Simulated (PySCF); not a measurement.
From a log to its input

A PySCF 2.14 run on the atoms Te 0 0 0; Ta 0 0 2.4426; Ta 0 0 -2.4426 (angstrom) printed this (some set-up lines and the per-cycle HOMO/LUMO lines with their warnings removed):

```
PySCF version 2.14.0


nuclear repulsion = 52.1031356858511
number of shells = 18
number of NR pGTOs = 88
number of NR cGTOs = 52
basis = lanl2dz
ecp = {'Te': 'lanl2dz', 'Ta': 'lanl2dz'}

******** <class 'pyscf.soscf.newton_ah.SecondOrderRHF'> ********
method = SecondOrderRHF
initial guess = minao
damping factor = 0
level_shift factor = 0
DIIS = <class 'pyscf.scf.diis.CDIIS'>
SCF conv_tol = 1e-09
SCF max_cycles = 50
******** <class 'pyscf.scf.hf.RHF'> Newton solver flags ********
SCF tol = 1e-09
conv_tol_grad = None
max. SCF cycles = 50
max_cycle_inner = 12
max_stepsize = 0.05
ah_start_tol = 1e+09
ah_level_shift = 0
ah_conv_tol = 1e-12
ah_lindep = 1e-14
ah_start_cycle = 1
ah_max_cycle = 40
ah_grad_trust_region = 2.5
kf_interval = 4
kf_trust_region = 5
canonicalization = True
Set conv_tol_grad to 3.16228e-05
Initial guess from minao.
Initial guess E= -118.799090594231  |g|= 1.64683
macro= 0  E= -121.152485019722  delta_E= -2.35339  |g|= 0.798783  3 KF 15 JK
macro= 1  E= -121.515877830985  delta_E= -0.363393  |g|= 0.222004  3 KF 18 JK
macro= 2  E= -121.592360208608  delta_E= -0.0764824  |g|= 0.0633712  3 KF 11 JK
macro= 3  E= -121.592832784636  delta_E= -0.000472576  |g|= 1.73514e-05  4 KF 18 JK
macro= 4  E= -121.592832782727  delta_E= 1.90923e-09  |g|= 1.88995e-05  1 KF 6 JK
macro= 5  E= -121.592832782727  delta_E= 1.13687e-13  |g|= 1.01998e-05  1 KF 2 JK
Canonicalize SCF orbitals
macro X = 6  E=-121.592832782727  |g|= 1.01998e-05  total 16 KF 77 JK
converged SCF energy = -121.592832782727

******** <class 'pyscf.mp.mp2.RMP2'> ********
nocc = 16, nmo = 52
E(RMP2) = -122.734989128277  E_corr = -1.14215634554962
E(SCS-RMP2) = -122.662699592004  E_corr = -1.06986680927718
E_corr(same-spin) = -0.346985544671959
E_corr(oppo-spin) = -0.795170800877665
Dipole moment(X, Y, Z, Debye):  0.00000,  0.00000,  0.00020
orbital energies (hartree): [-0.3207 -0.1613 -0.1613 -0.1049 -0.1049 -0.0196]
```

Question: Write the input that gave this log.

Answer: The input was:

```python
from pyscf import gto, scf, mp

mol = gto.M(
    atom='Te 0 0 0; Ta 0 0 2.4426; Ta 0 0 -2.4426',
    basis='lanl2dz',
    ecp={'Te': 'lanl2dz', 'Ta': 'lanl2dz'},
    charge=0,
    spin=0,
    verbose=4,
)
mf = scf.RHF(mol)
mf = mf.newton()
mf.kernel()
mp.MP2(mf).kernel()
mf.dip_moment()
print('orbital energies (hartree):', mf.mo_energy[..., max(0, mol.nelec[1]-3):mol.nelec[0]+3].round(4))
```
